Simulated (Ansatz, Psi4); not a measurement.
Here is a job for Ansatz (a program for electronic structure).
Ansatz 0.2 input:
```yaml
crystal:
  periodic: [false, false, false]
  atoms:
    - {symbol: C, position_ang: [-1.15412904, -0.13368505, -0.00475851]}
    - {symbol: O, position_ang: [-0.72670803, -1.11946687, 0.60148897]}
    - {symbol: O, position_ang: [0.00963198, 0.80173294, -0.46742437]}
    - {symbol: C, position_ang: [1.28691312, 0.41218812, -0.14832584]}
    - {symbol: H, position_ang: [1.79443639, 1.15884469, 0.49102832]}
    - {symbol: H, position_ang: [1.24026991, -0.54555805, 0.40753573]}
    - {symbol: H, position_ang: [1.90519756, 0.25756633, -1.05257476]}
basis:
  gaussian:
    orbitals: cc-pVDZ
hamiltonian:
  xc: pbe
total_charge: -1
accuracy: high
```

**Question.** Write the same job for Psi4.

**Answer.** One answer among several that fit: 
```
memory 2 GB

molecule {
-1 1
C    -1.15412904   -0.13368505   -0.00475851
O    -0.72670803   -1.11946687    0.60148897
O     0.00963198    0.80173294   -0.46742437
C     1.28691312    0.41218812   -0.14832584
H     1.79443639    1.15884469    0.49102832
H     1.24026991   -0.54555805    0.40753573
H     1.90519756    0.25756633   -1.05257476
}

set {
  basis cc-pvdz
  scf_type pk
  puream true
  d_convergence 1e-8
  dft_radial_points 99
  dft_spherical_points 590
}

energy('pbe')
print_variables()
```

Both were run: Ansatz gave -228.176672 Eh and Psi4 -228.176671 Eh, 0.000 mEh apart.
